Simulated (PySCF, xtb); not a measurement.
Al(F)(Cl)(Me) (CH3AlClF), SMILES [CH3][Al]([F])[Cl].

GFN2-xTB (xtb 6.7.1) at its own geometry gives an orbital gap of 4.52 eV and a dipole moment of 2.58 D.

Coordinates come from a PBE0-D3(BJ)/def2-SVP optimisation.

Q: What does PBE0/def2-TZVPD in PySCF give? (Estimate from the structure and the level; the computed values follow.)

A: gap 8.17 eV (levels -9.08 and -0.91 eV), dipole 2.29 D.
